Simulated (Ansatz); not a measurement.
Reaction (cleavage of the Si–Si bond): `C[SiH2][SiH2]F` + `[NH2][GeH3]` → `F[SiH2][NH][GeH3]` + `C[SiH3]`

Calculated with Ansatz (gas phase, PBE0-D4/def2-TZVP geometries, no zero-point term in ΔE). CCSD(T)/CBS adds triple-zeta CCSD(T) − MP2 to the extrapolated MP2 energy (def2 sets, frozen cores). This one scheme is used for every species. Functionals use def2-TZVPP. For Ge outer-core shells are correlated without core-valence functions, which leaves a few kJ/mol of doubt a bond. Scalar relativity is left out up to krypton. One conformer a species, not always the lowest.

`C[SiH2][SiH2]F`:

Cartesian coordinates in Å:
```
C -1.076 1.293 -0.457
Si 0.608 0.470 -0.413
Si 0.540 -1.582 0.718
F 0.000 -1.353 2.218
H -1.438 1.482 0.556
H -1.025 2.248 -0.985
H -1.805 0.660 -0.966
H 1.609 1.354 0.248
H 1.096 0.187 -1.794
H -0.389 -2.541 0.059
H 1.881 -2.217 0.815
```

`[NH2][GeH3]`:

Cartesian coordinates in Å:
```
N -0.540 0.449 -0.925
Ge 0.160 -0.257 0.626
H -0.132 1.335 -1.189
H -0.474 -0.174 -1.719
H -0.599 -1.563 0.904
H 1.675 -0.565 0.565
H -0.090 0.774 1.738
```

`F[SiH2][NH][GeH3]`:

Z-matrix (Å, degrees):
```
Si
N 1 1.698
F 1 1.604 2 113.4
H 1 1.481 2 109.6 3 117.9
H 1 1.480 2 108.7 3 -117.4
Ge 2 1.846 1 127.4 3 83.5
H 2 1.010 1 117.0 3 -84.5
H 6 1.538 2 108.9 1 132.3
H 6 1.533 2 106.0 1 12.6
H 6 1.539 2 110.6 1 -107.5
```

`C[SiH3]`:

```xyz
8

C     0.828   -0.479   -0.245
Si   -0.741    0.428    0.219
H     0.737   -1.546   -0.029
H     1.681   -0.090    0.317
H     1.042   -0.364   -1.310
H    -1.902   -0.104   -0.545
H    -0.616    1.881   -0.078
H    -1.029    0.273    1.671
```

CCSD(T)/CBS gives -95.7 kJ/mol.

(1) Another level gave -98.2 kJ/mol. Which?
A. ωB97M-V/def2-TZVPP
B. LC-ωPBE/def2-TZVPP
C. revPBE/def2-TZVPP
D. HF/def2-TZVPP

Largest T1 diagnostic among the species: 0.012.

## Answers

(1) A. ωB97M-V -98.2, HF/def2-TZVPP -108.2, revPBE -68.9, LC-ωPBE -88.1 kJ/mol.

From BLYP to BHLYP (50 % exact exchange), in def2-TZVPP and without D4, ΔE moves by −15.6 kJ/mol. In def2-TZVPP, CCSD(T) changes the Hartree–Fock value by +11.0 kJ/mol (the triples alone add +1.4 kJ/mol) and MP2 by +3.5 kJ/mol. Leaving LDA and LC-ωPBE aside and taking each functional with its dispersion term where it has one, the values, not all of them listed here, spread over 27.1 kJ/mol, from BHLYP-D4 to PBE-D4. LDA lies −9.3 kJ/mol from PBE without D4.

CCSD(T)/CBS has its own doubt, a few kJ/mol and more with outer-core shells, so smaller differences from it don't rank the levels.
